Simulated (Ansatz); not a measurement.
Wavefunction ladder for `CC[Si](N)(O)F`

```tsv
atom	x (Å)	y (Å)	z (Å)
C1	-0.717	0.768	1.598
C2	-0.978	0.560	0.108
Si3	0.156	-0.671	-0.686
N4	1.834	-0.379	-0.615
O5	-0.330	-0.794	-2.242
F6	-0.008	-2.064	0.089
H7	-0.845	-0.162	2.157
H8	0.302	1.119	1.779
H9	-1.399	1.506	2.026
H10	-0.879	1.507	-0.435
H11	-2.007	0.228	-0.061
H12	2.257	0.426	-1.044
H13	2.386	-0.732	0.149
H14	0.229	-1.312	-2.823
```

The species carries charge 0 and has multiplicity 1. The geometry is a stationary point of PBE0-D4/def2-TZVP. It is one conformer, not always the lowest. Frozen core, restricted reference, Ansatz. CBS rows extrapolate triple and quadruple zeta; past MP2 they add the triple-zeta difference.

| basis | HF (Eh) | MP2 corr. |
| --- | --- | --- |
| def2-TZVPP | -598.41001 | -1.17425 |
| def2-QZVPP | -598.43463 | -1.26621 |

Problem. Estimate the CCSD correlation energy and the (T) correction in each basis where they were run (hartree).

Solution. 
```csv
basis,CCSD corr.,(T)
def2-TZVPP,-1.21340,-0.04252
CBS(def2),-1.37347,as TZ
```
